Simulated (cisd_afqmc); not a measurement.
Input (AFQMC/CISD/cc-pVTZ; cisd_afqmc is a phaseless AFQMC code with CISD trial states that reads the integrals written by Ansatz):

Ansatz 0.2 input:
```python
import cisd_afqmc

open("ham.yaml", "w").write("""\
crystal:
  periodic: [false, false, false]
  atoms:
    - {symbol: C, position_ang: [2.05143850, 0.00467173, 0.25563982]}
    - {symbol: N, position_ang: [0.61142086, 0.00409897, 0.12201585]}
    - {symbol: C, position_ang: [-0.17922925, -1.11442318, 0.05606009]}
    - {symbol: C, position_ang: [-1.47444026, -0.71387485, -0.17506920]}
    - {symbol: C, position_ang: [-1.46723708, 0.70320297, -0.25876926]}
    - {symbol: C, position_ang: [-0.16789667, 1.11503216, -0.07562326]}
    - {symbol: H, position_ang: [2.37185293, 0.91765635, 0.75579100]}
    - {symbol: H, position_ang: [2.54500331, -0.05532160, -0.71759692]}
    - {symbol: H, position_ang: [2.36288659, -0.84628774, 0.85997881]}
    - {symbol: H, position_ang: [0.24429715, -2.09643624, 0.18182707]}
    - {symbol: H, position_ang: [-2.32960127, -1.36314885, -0.26070829]}
    - {symbol: H, position_ang: [-2.31582775, 1.34651131, -0.42075507]}
    - {symbol: H, position_ang: [0.26563160, 2.10068104, -0.06607674]}
basis:
  gaussian:
    orbitals: cc-pVTZ
magnetization: {spin_polarized: false}
correlation: {method: ccsd, electrons: outside_noble_gas, hamiltonian_folder: ham}
""")
rep = cisd_afqmc.ansatz("ham.yaml")
e_ccsd = rep["correlation"]["coupled_cluster"]["energy"]["hartree"]
out = cisd_afqmc.run("ham", e_ccsd, trial="CISD", walkers=1000, populations=1, threads=12, dt=0.005, steps=40, early=24, settle=10, least=100,
    cut=5e-5, rank_cut=2e-4, target=0.0007, seconds=1500, seed=4, memory=62639, gpu=True)
```

Output:

```
orbitals 272, occupied [16], factors 1468 of 1598, rank of the doubles 1092 of 4096
E(HF) = -247.925563
E(CCSD) on the cut factors = -248.974529, shift to the whole factors -0.000008
Energy of the trial state on the determinant = -248.974477
  tau behind 7.2 of longer steps, mean of the populations' last blocks
   2.0  -249.02902
   4.0  -249.02947
   6.0  -249.03015
   8.0  -249.02886
  10.0  -249.02730
  12.0  -249.03026
  14.0  -249.03071
  16.0  -249.02524
  18.0  -249.02595
  20.0  -249.03129
  22.0  -249.02374
  24.0  -249.03250
  26.0  -249.03517
  28.0  -249.03077
  30.0  -249.02392
  32.0  -249.02938
  34.0  -249.02576
  36.0  -249.03101
  38.0  -249.02720
  40.0  -249.02650
  42.0  -249.02864
blocks 208 (0 outliers left out), error by blocks joined: 1: 0.00032, 2: 0.00042, 4: 0.00052, 8: 0.00064, 16: 0.00070
E(AFQMC/CISD) = -249.02859 +/- 0.00070
```
